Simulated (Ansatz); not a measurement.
Frontier orbitals of CH3FO3W (`C[O][W](=[O])(=[O])[F]`).

Z-matrix (Å, degrees):
```
C
W 1 3.088
O 1 1.410 2 21.2
H 1 1.092 2 109.1 3 94.5
H 1 1.092 2 91.5 3 -154.0
H 1 1.091 2 125.7 3 -38.4
O 2 1.701 1 93.4 3 162.3
O 2 1.703 1 110.6 3 -87.8
F 2 1.862 1 123.0 3 45.3
```

Charge 0, multiplicity 1. Correlated methods include outer-core shells of W, which these sets cover unevenly. W: def2 effective core potential. All single points use the PBE0-D4/def2-TZVP geometry. It is one conformer, not always the lowest. Basis def2-TZVPP, the Gaussian-basis code of Ansatz.

| functional | HOMO (eV) | LUMO (eV) | gap (eV) |
| --- | --- | --- | --- |
| LDA (SPW92) | -7.68 | -2.82 | 4.86 |
| PBE | -7.44 | -2.54 | 4.90 |
| B97M-V | -7.88 | -2.41 | 5.47 |
| PBE0 | -9.07 | -1.76 | 7.31 |
| r2SCANh | -8.42 | -2.15 | 6.27 |
| r2SCAN0 | -9.34 | -1.71 | 7.63 |
| CAM-B3LYP | -10.52 | -0.70 | 9.82 |
| ωB97M-V | -11.43 | 0.40 | 11.83 |

Against PBE, PBE0 changes HOMO and LUMO by −1.63 and +0.77 eV, ωB97M-V by −3.99 and +2.94 eV. A gap of 4.90 eV thus becomes 11.83 eV for the same molecule, so an orbital gap means little without its functional. A positive LUMO is unbound and depends on the basis.
